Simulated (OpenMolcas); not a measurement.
# Ne III: effect of the active space

- Program: OpenMolcas 26.06
- Method: CASSCF or its RAS form
- Basis: ANO-RCC-VTZP
- Scalar Hamiltonian: DKH2, point nucleus
- Spin-orbit coupling: state interaction with AMFI integrals over the reference wave functions, term energies averaged over their components

A. 4 electrons in 3 orbitals (2p); 2S+1 = 3 even, 3 roots; 2S+1 = 1 even, 6 roots; cost roughly 2.5 core-seconds
B. 6 electrons in 4 orbitals (2s 2p); 2S+1 = 3 even, 3 roots; 2S+1 = 1 even, 6 roots; 2S+1 = 3 odd, 3 roots; 2S+1 = 1 odd, 3 roots; cost of the order of 9 core-seconds
C. 6 electrons in 8 orbitals (2s 2p 3s 3p); 2S+1 = 3 even, 3 roots; 2S+1 = 1 even, 6 roots; 2S+1 = 3 odd, 3 roots; 2S+1 = 1 odd, 3 roots; cost about 40 core-seconds
D. 6 electrons in 9 orbitals (RAS2 2s 2p; RAS3 3d, at most 2 electrons); 2S+1 = 3 even, 3 roots; 2S+1 = 1 even, 6 roots; 2S+1 = 3 odd, 3 roots; 2S+1 = 1 odd, 3 roots; cost about 25 core-seconds

Energies in eV above 2s² 2p⁴ ³P₂, the measured ground level; measured values from Moore, Atomic Energy Levels, vol. I, NSRDS-NBS 35 (1971 reprint of NBS Circular 467, 1949).

```csv
Level,A,B,C,D,Measured
2s² 2p⁴ ³P₂,0.0000,0.0000,0.0000,0.0000,0.0000
2s² 2p⁴ ³P₁,0.0744,0.0744,0.0722,0.0741,0.0806
2s² 2p⁴ ³P₀,0.1100,0.1097,0.1062,0.1092,0.1149
2s² 2p⁴ ¹D₂,3.4552,3.4551,3.4723,3.3760,3.2039
2s² 2p⁴ ¹S₀,8.5536,6.5443,6.4019,7.1748,6.9117
```

Deviations, from unrounded energies. A percentage is the sum of absolute deviations over the sum of measured energies, with the sign that they share, or ± where signs differ.

| Against measurement | Levels | A | B | C | D |
| --- | --- | --- | --- | --- | --- |
| mean absolute deviation (cm-1) | 4 | 3800 | 1300 | 1600 | 900 |
| fine structure of the ground term (%) | 2 | -5.7 | -5.8 | -8.8 | -6.2 |
| other terms of the ground configuration (%) | 2 | +18.7 | ±6.1 | ±7.7 | +4.3 |

D lies closest to measurement on these levels and A furthest from it. The largest miss of D in the table is 2s² 2p⁴ ¹S₀, by +2100 cm-1. The ranking rests on the paired levels alone, and a cruder setting can come out closer through cancelling errors.

Among A to D the level of the table that moves most is 2s² 2p⁴ ¹S₀, by 17000 cm-1 (lowest in C, highest in A).

With the s shell closed, the reference lacks s² → p² mixing (holds for A). Active for correlation alone: 3p 3s; no level in the range computed is led by a configuration that fills them, so any true level of that kind is missing (holds for C). Active for correlation alone: 3d; no level in the range computed is led by a configuration that fills it, so any true level of that kind is missing (holds for D). Measured partners are found by configuration, term and J. A level has none where our copy of the source lacks it or the pairing is in doubt (some pairs that miss far off the trend of their configuration count as doubtful), and it then counts in no deviation. Only configurations of the active space appear. The table leaves out levels that lie high or whose names do not pair safely across all columns.
